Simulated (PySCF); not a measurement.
A structure optimised at B3LYP-D3(BJ)/def2-SVP, used in a PySCF frequency run:

```
C
H 1 1.1025
H 1 1.1033 2 106.89
C 1 1.5125 2 111.32 3 118.51
N 4 1.2704 1 129.23 2 34.62
H 4 1.1047 5 115.78 1 -177.09
C 5 1.4442 4 121.84 6 -178.86
H 7 1.1032 5 108.93 4 -125.35
H 7 1.1034 8 106.02 5 116.74
H 7 1.1065 8 108.30 9 115.61
C 1 1.5470 2 108.85 3 -117.11
H 11 1.1034 1 108.67 2 -63.40
H 11 1.1036 12 105.67 1 116.91
N 11 1.4529 12 108.64 13 116.29
H 14 1.0207 11 110.49 12 -178.04
H 14 1.0207 15 106.13 11 119.77
```
Charge 0, spin multiplicity 1.

Write its SMILES and formula.

C/N=C\CCN, C4H10N2

What are its rotational constants (standard atomic weights)?

7.8314, 1.7171, 1.5456 GHz
